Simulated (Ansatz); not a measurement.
`CCCCCC` + `CO[Si]C` → `CC[Si]OC` + `CCCCC`  (formal exchange of groups at a C–C bond)

Gas-phase electronic energies from Ansatz, PBE0-D4/def2-TZVP geometries. CCSD(T)/CBS adds triple-zeta CCSD(T) − MP2 to the extrapolated MP2 energy (def2 sets, frozen cores). Functionals use def2-TZVPP. B3LYP here is the variant with VWN-RPA as its local correlation; programs differ in this. Each species was taken in one conformer, which may not be the lowest.

**Question.** Is it downhill or uphill in electronic energy at CCSD(T)/CBS, and by how much? (An estimate is asked.)

**Answer.** The calculation gave: Uphill: ΔE = +2.8 kcal/mol.

**Question.** What do these levels give: B2PLYP, PBE, r2SCAN, PBE0, B3LYP, HF/def2-TZVPP, SCS-MP2/def2-TZVPP, CCSD/def2-TZVPP, HF/def2-QZVPP, SCS-MP2/def2-QZVPP, MP2/CBS(def2), CCSD/CBS(def2)? (An estimate is asked.)

**Answer.** Ansatz gave: B2PLYP 2.3, PBE 1.9, r2SCAN 2.7, PBE0 2.2, B3LYP 1.9, HF/def2-TZVPP 2.0, SCS-MP2/def2-TZVPP 2.7, CCSD/def2-TZVPP 2.9, HF/def2-QZVPP 2.0, SCS-MP2/def2-QZVPP 2.7, MP2/CBS(def2) 2.9, CCSD/CBS(def2) 2.8 kcal/mol.

Largest T1 diagnostic among the species: 0.014.

In def2-TZVPP, CCSD(T) changes the Hartree–Fock value by +0.9 kcal/mol (the triples alone add +0.0 kcal/mol) and MP2 by +1.0 kcal/mol.
